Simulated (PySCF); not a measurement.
C$_{2}$H$_{7}$BBrNO (SMILES CCOB(N)Br), singlet, at a GFN2-xTB geometry, atoms displaced at random by about 0.03 Å a coordinate; PBE/STO-3G, gradient run with PySCF.

Here is a job for PySCF.
```python
from pyscf import gto, scf, dft

mol = gto.M(
    atom='''
B     0.218758    0.295876    0.127792
Br   -0.885327   -0.595947    1.375069
O    -0.198626    0.366118   -1.184687
C     0.479990    0.977064   -2.287378
C     1.400932    0.030447   -2.791230
H    -0.340104    1.110883   -3.001668
H     0.948483    1.870005   -1.983270
H     1.046857   -0.968112   -3.132977
H     1.929329    0.486129   -3.757023
H     2.294433   -0.193943   -2.064014
N     1.456485    0.858250    0.636908
H     2.112344    1.336464    0.075423
H     1.702171    0.786509    1.547822
''',
    basis='sto-3g',
    charge=0,
    spin=0,
    verbose=3,
)

mf = dft.RKS(mol)
mf.xc = 'pbe'
mf.grids.level = 5
mf.kernel()
g = mf.nuc_grad_method()
g.grid_response = False
grad = g.kernel()
```

What the program printed (banner, timings and long lists left out):

```
converged SCF energy = -2777.59019111803
--------------- RKS gradients ---------------
         x                y                z
0 B    -0.0299032050    -0.0178780854     0.0087654150
1 Br     0.0072050315     0.0047641801    -0.0033257463
2 O     0.0393295174     0.0213406854    -0.0503177867
3 C     0.0705071704    -0.0041285435    -0.0276938236
4 C    -0.1547765873     0.0602501682     0.0763221480
5 H     0.0070519161    -0.0182850780     0.0153988308
6 H    -0.0209848554    -0.0520437308    -0.0057650909
7 H     0.0122890189    -0.0083816799    -0.0070569693
8 H     0.0191371977     0.0182698074    -0.0375908868
9 H     0.0336163778    -0.0101149819     0.0215874034
10 N     0.0873534109     0.0267309619     0.0902303915
11 H    -0.0397331978    -0.0288373243     0.0334090487
12 H    -0.0310762253     0.0083153919    -0.1139602223
----------------------------------------------
```
